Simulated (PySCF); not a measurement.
# Heteronuclear NMR

Molfile (atoms numbered from 1):
```
C9H9OP
     RDKit          3D

 20 21  0  0  0  0  0  0  0  0999 V2000
    3.8020   -1.4936    0.0738 C   0  0  0  0  0  0  0  0  0  0  0  0
    2.4086   -1.3948    0.3102 O   0  0  0  0  0  0  0  0  0  0  0  0
    1.7930   -0.3870   -0.2772 C   0  0  0  0  0  0  0  0  0  0  0  0
    0.6402    0.2345   -0.4527 C   0  0  0  0  0  0  0  0  0  0  0  0
   -0.7490    0.3249   -0.1411 C   0  0  0  0  0  0  0  0  0  0  0  0
   -1.3314   -0.5915    0.7386 C   0  0  0  0  0  0  0  0  0  0  0  0
   -2.6752   -0.4970    1.0399 C   0  0  0  0  0  0  0  0  0  0  0  0
   -3.4525    0.5010    0.4715 C   0  0  0  0  0  0  0  0  0  0  0  0
   -2.8797    1.4115   -0.4027 C   0  0  0  0  0  0  0  0  0  0  0  0
   -1.5357    1.3281   -0.7071 C   0  0  0  0  0  0  0  0  0  0  0  0
    1.9787    0.9709   -1.4950 P   0  0  0  0  0  0  0  0  0  0  0  0
    4.1171   -2.4485    0.4899 H   0  0  0  0  0  0  0  0  0  0  0  0
    4.0182   -1.4642   -0.9979 H   0  0  0  0  0  0  0  0  0  0  0  0
    4.3357   -0.6785    0.5719 H   0  0  0  0  0  0  0  0  0  0  0  0
   -0.7184   -1.3670    1.1733 H   0  0  0  0  0  0  0  0  0  0  0  0
   -3.1231   -1.2057    1.7215 H   0  0  0  0  0  0  0  0  0  0  0  0
   -4.5036    0.5681    0.7101 H   0  0  0  0  0  0  0  0  0  0  0  0
   -3.4842    2.1883   -0.8478 H   0  0  0  0  0  0  0  0  0  0  0  0
   -1.0743    2.0323   -1.3854 H   0  0  0  0  0  0  0  0  0  0  0  0
    2.4283    1.9788   -0.5967 H   0  0  0  0  0  0  0  0  0  0  0  0
  1  2  1  0
  2  3  1  0
  3  4  2  0
  4  5  1  0
  5  6  2  0
  6  7  1  0
  7  8  2  0
  8  9  1  0
  9 10  2  0
  4 11  1  0
 11  3  1  0
 10  5  1  0
  1 12  1  0
  1 13  1  0
  1 14  1  0
  6 15  1  0
  7 16  1  0
  8 17  1  0
  9 18  1  0
 10 19  1  0
 11 20  1  0
M  END
```

Computational details: GIAO PBE0/pcSseg-1 shieldings, GFN2-xTB geometry, in PySCF 2.14.0 with density-fitted response routines (non-relativistic, single conformer, no solvent, equivalent nuclei averaged).

Problem. What are the $^{31}$P shifts?

Solution. 
| atoms | environment | σ (ppm) | δ (ppm) |
| --- | --- | --- | --- |
| P11 | phosphorus bonded to 2 C, H, in a 3-membered ring | 538.1 | -175.7 |

Shieldings were converted by a linear fit to measured shifts: $^{31}$P (scatter 18.1 ppm rms vs H3PO4, solution or neat liquid). Occasional misses reach two or three times the rms, and more in compound classes unlike the fitted ones.

On a 600 MHz spectrometer $^{31}$P resonates near 242.9 MHz, so 1 ppm is 242.9 Hz.

Problem. Predict the $^{17}$O NMR data.

Solution. 
```
atoms   environment  σ (ppm)  δ (ppm)
   O2  ether oxygen    241.5     46.8
```

Shieldings were converted by a linear fit to measured shifts: $^{17}$O: δ = 266.70 − 0.911σ (rms 10.7 ppm, 155 shifts, 12.2 ppm with the 3 outliers that the fit left out vs liquid water, solution or neat liquid). Occasional misses reach two or three times the rms, and more in compound classes unlike the fitted ones.

On a 300 MHz spectrometer $^{17}$O resonates near 40.7 MHz, so 1 ppm is 40.7 Hz.
